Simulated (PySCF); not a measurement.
## CH4B2O6

The system: CH4B2O6, a carbene (divalent C1, bonded to 2 O); neutral, singlet. The structure, one conformer, was relaxed in the gas phase by PBE0-D3(BJ)/def2-SVP. No frequency run checks that it is a minimum.

The strong deshielding of the divalent centre rests on a low-lying excitation, and density functionals tend to overstate it.

SMILES: OB(O)O[C]OB(O)O

```xyz
13

C     0.340   -0.814   -1.946
O     0.665    0.420   -1.585
B     0.223    1.260   -0.559
O    -1.048    1.128   -0.100
O     1.026    2.263   -0.136
O    -0.223   -1.480   -0.947
B    -0.201   -1.314    0.440
O    -1.208   -1.825    1.184
O     0.892   -0.752    1.019
H    -1.257    1.787    0.570
H     1.896    2.226   -0.547
H    -1.912   -2.187    0.636
H     0.817   -0.731    1.979
```
Atom numbers follow the order of the file, from 1.

Shieldings: GIAO PBE0/pcSseg-1. Shifts are against computed references at the same level: C TMS (σ 184.4 ppm), H TMS (σ 31.27 ppm). Core levels by delta-SCF with SCAN, pcX-2 on the ionised atom and pcseg-1 elsewhere, spin-free X2C; from the vacuum level, for chosen atoms.

**Question.** Give the NMR and core-level values of the distinct atoms.

**Answer.** 
```json
{"atoms": "C1", "bonded to": "2 O", "σ (ppm)": "-151.4", "δ (ppm)": "335.8", "core level (eV)": "1s 294.05"}
{"atoms": "O2 O6", "bonded to": "1 B + 1 C", "σ (ppm)": "1.6", "δ (ppm)": "-", "core level (eV)": "1s 539.45"}
{"atoms": "B3 B7", "bonded to": "3 O", "σ (ppm)": "85.3", "δ (ppm)": "-", "core level (eV)": "1s 198.94"}
{"atoms": "O4 O9", "bonded to": "1 B + 1 H", "σ (ppm)": "243.0", "δ (ppm)": "-", "core level (eV)": "1s 539.78"}
{"atoms": "O5 O8", "bonded to": "1 B + 1 H", "σ (ppm)": "240.7", "δ (ppm)": "-", "core level (eV)": "1s 539.68"}
{"atoms": "H10 H13", "bonded to": "1 O", "σ (ppm)": "27.97", "δ (ppm)": "3.30", "core level (eV)": "-"}
{"atoms": "H11 H12", "bonded to": "1 O", "σ (ppm)": "27.61", "δ (ppm)": "3.66", "core level (eV)": "-"}
```

Values are those of this one static structure; atoms that internal rotation interchanges would show their mean in an NMR spectrum.

The core-hole state of C1 is spin-contaminated (⟨S²⟩ 0.82 against 0.75 for a pure doublet), so that value and differences from it are less sure.

**Question.** Which of O2, O4, O5 holds its core electrons tightest, and by how much against the loosest?

**Answer.** O4 (bonded to 1 B + 1 H), by 0.33 eV over O2 (bonded to 1 B + 1 C).

**Question.** By CAM-B3LYP/def2-SVPD (TDDFT singlets, Tamm-Dancoff triplets, ionisation by delta-SCF), where does absorption start, and what does vertical ionisation take?

**Answer.** The lowest singlet lies at 4.05 eV (f 0.020), the strongest of the first 6 at 7.28 eV (f 0.041), the lowest triplet at 2.11 eV; vertical ionisation takes 9.16 eV.
